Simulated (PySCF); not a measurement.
Computed shifts of a molecule C₅H₈O, KT2/pcSseg-1 run with PySCF, GIAO, gas phase, equivalent atoms averaged, in ppm (number of nuclei): ¹³C: 209.2 (1), 41.4 (2), 29.4 (2). ¹H: 2.31 (2), 2.29 (2), 2.19 (2), 1.93 (2). References: ¹⁷O against H2O (σ = 330.4 ppm); ¹³C against TMS (σ = 185.1 ppm); ¹H against TMS (σ = 31.47 ppm), references at their B3LYP-D3(BJ)/def2-TZVP geometries, non-relativistic. Geometry: B3LYP-D3(BJ)/def2-SVP. The values are those of a single conformer.

Q: Which molecule gave these data?
(A) O=CCC1CC1
(B) O=C1CCCC1
(C) C#C[C@H](C)CO
(D) C=COC1CC1

A: B, O=C1CCCC1
